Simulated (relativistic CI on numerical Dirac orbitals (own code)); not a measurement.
## Slater and spin-orbit integrals, Yb66+

These numbers are calculated, not measured: Dirac-Coulomb-Breit CI, separate exchange-only KLI orbitals for each configuration, QED by a radiative potential, unscaled Slater integrals (own radial code, finite nucleus).

Slater integrals F^k, G^k are unscaled and averaged over j, outside the closed core 1s2; ζ comes from projecting the Hamiltonian with its Breit term on Σ l·s of the shell.

- 2s 2p: G^1(2s,2p) = 1.4422e+06, ζ(2p) = 6.2078e+06 cm⁻¹; <r>(2s) = 0.07903, <r^2>(2s) = 0.007407, <r>(2p) = 0.06953, <r^2>(2p) = 0.005881 (bohr units).
- 2p2: F^2(2p,2p) = 1.3536e+06, ζ(2p) = 6.192e+06 cm⁻¹; <r>(2p) = 0.06959, <r^2>(2p) = 0.005892 (bohr units).
- 2p 3s: ζ(2p) = 6.2671e+06, G^1(2p,3s) = 149090 cm⁻¹; <r>(2p) = 0.06935, <r^2>(2p) = 0.005852, <r>(3s) = 0.1841, <r^2>(3s) = 0.03874 (bohr units).

Averages of the first 10 configurations, taken without configuration mixing, which lowers the lowest level and can move excited configurations by several eV; other configurations of the list can lie among them:

```json
{"Configuration": "2s2", "Parity": "even", "States": "1", "Average energy above the lowest level (eV)": "10.8"}
{"Configuration": "2s 2p", "Parity": "odd", "States": "12", "Average energy above the lowest level (eV)": "953.3"}
{"Configuration": "2p2", "Parity": "even", "States": "15", "Average energy above the lowest level (eV)": "1955.4"}
{"Configuration": "2p 3s", "Parity": "odd", "States": "12", "Average energy above the lowest level (eV)": "10641.2"}
{"Configuration": "2p 3p", "Parity": "even", "States": "36", "Average energy above the lowest level (eV)": "10928.6"}
{"Configuration": "2s 3s", "Parity": "even", "States": "4", "Average energy above the lowest level (eV)": "9675.4"}
{"Configuration": "2s 3p", "Parity": "odd", "States": "12", "Average energy above the lowest level (eV)": "9968.5"}
{"Configuration": "2s 3d", "Parity": "even", "States": "20", "Average energy above the lowest level (eV)": "10173.4"}
{"Configuration": "2s 4s", "Parity": "even", "States": "4", "Average energy above the lowest level (eV)": "12979.0"}
{"Configuration": "2s 4p", "Parity": "odd", "States": "12", "Average energy above the lowest level (eV)": "13100.5"}
```
